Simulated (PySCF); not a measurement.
**Ionisation energy of Te⁺ by level of theory**

Te⁺ [Kr] 4d10 5s2 5p3 (4S) → Te²⁺ [Kr] 4d10 5s2 5p2 (3P), as a difference of total energies. Computed with PySCF 2.14 in x2c-QZVPPall, with scalar relativity by spin-free X2C-1e. Correlated levels: valence: [Kr] 4d10 frozen. The calculations carry no spin-orbit coupling.

```json
{"method": "UHF", "ionisation energy (eV)": "18.344"}
{"method": "MP2 (valence)", "ionisation energy (eV)": "18.806"}
{"method": "SCS-MP2 (valence)", "ionisation energy (eV)": "18.678"}
{"method": "CCSD (valence)", "ionisation energy (eV)": "18.783"}
{"method": "CCSD(T) (valence)", "ionisation energy (eV)": "18.815"}
```

How much does correlation contribute at CCSD(T) (valence)?

18.815 − (18.344) = 0.471 eV, measured against UHF.

A first-order spin-orbit estimate (lowest level to lowest level, LS coupling) adds -0.607 eV.

Errors of the correlated levels include the incompleteness of this basis and the frozen core.

For comparison: 18.6 ± 0.4 eV (measured; NIST Atomic Spectra Database, ionization energies).
